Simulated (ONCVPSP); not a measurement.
# Eu (Z = 63): variants of one ONCV potential

Base potential:

```json
{
 "Element": "europium",
 "Generator": "ONCVPSP 4.0.1",
 "Type": "optimised norm-conserving Vanderbilt (ONCV)",
 "Functional": "PBE",
 "Relativity": "fully relativistic",
 "Frozen core": "[Kr] 4d10 4f6",
 "Valence charge": "11",
 "Reference configuration": "5s2 5p6 5d1 6s2",
 "Partial waves": "5s+6s: rc 2.55 bohr, ncon 4, nbas 7, qcut 5.9 1/bohr, 3 projectors, debl 3 Ha; 5p: rc 1.50 bohr, ncon 3, nbas 6, qcut 5.1 1/bohr, 2 projectors, debl 2 Ha; 5d: rc 3.30 bohr, ncon 4, nbas 9, qcut 5.6 1/bohr, 3 projectors, debl 2.1 Ha",
 "Local potential": "polynomial inside 1.30 bohr (lpopt 5, dvloc0 0 Ha)",
 "Core correction": "polynomial model core, fcfact 0.6"
}
```

Open shells are filled in proportion to 2j + 1.

All-electron outer shells of the reference configuration (PBE, scalar-relativistic, ld1.x):

| shell | level (eV) | outermost node (bohr) | outermost maximum (bohr) |
| --- | --- | --- | --- |
| 5s | -48.22 | 0.67 | 1.21 |
| 5p | -26.63 | 0.72 | 1.38 |
| 4f | -8.36 | – | 0.59 |
| 6s | -4.06 | 1.63 | 3.43 |
| 5d | -2.64 | 0.81 | 1.98 |

Cutoffs, loose and tight: the cutoffs (Ha) at which the residual kinetic energy of the hardest occupied pseudo-wave falls to 1 and 0.1 mHa per electron. They do not see the model core or the augmentation charge, which bear on the density cutoff. Test errors are all-electron minus pseudo excitation energies from the reference, over the configurations 5s2 5p6 5d1 6s1; 5s2 5p6 5d1 6s0; 5s2 5p6 5d0 6s0; 5s2 5p6 5d2 6s1. A dash means not determined; rows that change the core or the reference have their own tests. The largest error is taken over the tests solved by every variant that gives reliable tests at all: 5s2 5p6 5d1 6s0; 5s2 5p6 5d1 6s1; 5s2 5p6 5d2 6s1.

A true bound ghost makes a file unfit for plane-wave use even where its test errors are small: the radial tests pick states by their node count and pass the ghost by.

```csv
change,outcome,"cutoff, loose","cutoff, tight",bound ghosts,GHOST(+) flags above zero,largest test error (meV)
base,generated,40 Ha,68 Ha,none,"s, p1/2",-22
s: qcut 6.6; p: qcut 5.7; d: qcut 6.3,generated,19 Ha,52 Ha,none,"s, p1/2, d3/2",-20
"local potential polynomial inside 1.30 bohr (lpopt 5, dvloc0 0.5 Ha)",generated,40 Ha,68 Ha,none,"s, p1/2",-22
d: qcut 4.4,generated,40 Ha,68 Ha,d5/2,"s, p1/2, d3/2",-24
s: debl 2.15,generated,40 Ha,68 Ha,none,"s, p1/2",-22
"p: ncon 5, nbas 8",generated,62 Ha,80 Ha,none,"s, p3/2, p1/2",-22
s: nproj 4,generated,40 Ha,68 Ha,none,"s, p1/2",-22
"core correction polynomial model core, fcfact 0.5",generated,40 Ha,68 Ha,none,"s, p1/2",-22
d: qcut 3.3,generated,40 Ha,68 Ha,none,"s, d5/2, p1/2, d3/2",-29
```

Question: What comes out with this change to the base: scalar-relativistic?

Answer: outcome: generated; cutoff, loose: 37 Ha; cutoff, tight: 64 Ha; bound ghosts: none; GHOST(+) flags above zero: s; largest test error (meV): -27.

Question: What comes out with this change to the base: all radii but the core radius scaled by about 1.04 (s 2.66, p 1.56, d 3.44 bohr); local potential polynomial inside 1.36 bohr (lpopt 5, dvloc0 0 Ha)?

Answer: outcome: generated; cutoff, loose: 27 Ha; cutoff, tight: 61 Ha; bound ghosts: none; GHOST(+) flags above zero: s, p3/2, p1/2; largest test error (meV): -23.
